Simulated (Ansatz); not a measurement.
Stretching the Si1–H2 bond in CH4OSi (SMILES CO[SiH]) (multiplicity 1 held, fragments rigid). Energies count from the point at 1.549 Å.
Geometry at that point (charge 0, multiplicity 1):
```xyz
7

Si    -0.40795    -0.67899     0.91807
H     -1.31024    -1.18844    -0.23386
O      0.45056     0.41925     0.04651
C      0.38284     0.78205    -1.32615
H      0.15320     1.84590    -1.40103
H      1.35331     0.59929    -1.78973
H     -0.38647     0.20274    -1.84347
```

Unrestricted levels (U-) break spin symmetry where that is lower. Active spaces are followed from a long bond inwards. Curves can end on different states.

Cores are frozen in the correlated methods.

Codes used: Ansatz (an electronic-structure program). Values without a source in brackets are computed.

Energies in kcal/mol.

| R (Å) | U-HF/cc-pV(T+d)Z | U-wB97X-V/cc-pV(T+d)Z | SC-NEVPT2 on CASSCF(2,2)/cc-pV(T+d)Z | FIC-MRCISD+Q on CASSCF(2,2)/cc-pV(T+d)Z |
|---|---|---|---|---|
| 1.240 | 22.2 | 23.9 | 24.1 | 23.4 |
| 1.394 | 3.6 | 4.5 | 4.7 | 4.3 |
| 1.549 | 0.0 | 0.0 | 0.0 | 0.0 |
| 1.704 | 4.1 | 3.1 | 2.7 | 3.1 |
| 1.859 | 12.0 | 10.1 | 8.9 | 9.8 |
| 2.092 | 26.3 | 23.2 | 20.5 | 22.2 |
| 2.324 | 39.8 | 37.0 | 32.1 | 34.5 |
| 2.711 | 51.1 | 57.8 | 48.4 | 51.9 |
| 3.099 | 55.3 | 69.6 | 59.7 | 64.1 |
| 3.564 | 57.0 | 75.5 | 67.2 | 72.2 |
| 4.183 | 57.6 | 77.8 | 71.0 | 76.2 |
| 4.958 | 57.8 | 78.3 | 72.1 | 77.3 |

Doubts at one or more of the structures used: a spin-contaminated determinant (U-HF/cc-pV(T+d)Z, U-wB97X-V/cc-pV(T+d)Z).
